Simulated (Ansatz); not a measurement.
Gas-phase reaction R1 → P1 + P2, each structure at its B3LYP-D3(BJ)/def2-TZVP stationary point, reached from a drawn start (curvature not checked).
R1, CH4O (SMILES CO) (charge 0, multiplicity 1):
```xyz
6

C     -0.362     0.008     0.018
O      0.920    -0.441    -0.398
H     -0.506    -0.095     1.099
H     -1.095    -0.620    -0.487
H     -0.547     1.050    -0.266
H      1.591     0.097     0.033
```
P1, CH3O (SMILES C[O]) (charge 0, multiplicity 2):
```xyz
5

C     -0.040     0.014    -0.036
O      1.300    -0.224    -0.103
H     -0.309    -0.129     1.030
H     -0.311     1.049    -0.286
H     -0.640    -0.710    -0.605
```
P2: H atom, charge 0, multiplicity 2.

P less R. No zero-point or thermal terms; singlets are restricted closed shells; open shells are unrestricted.

Frozen-core correlation throughout.

Run with Ansatz (a program for electronic structure) with Gaussian orbitals. No computed number here is a measurement.

Problem. Predict the reaction energy from revPBE/def2-TZVPP.

Solution. 104.0 kcal/mol

Problem. Give the reaction energy at the level SCS-MP2/cc-pVTZ.

Solution. 114.4 kcal/mol

Problem. What reaction energy does MP2/cc-pVTZ give?

Solution. 115.1 kcal/mol
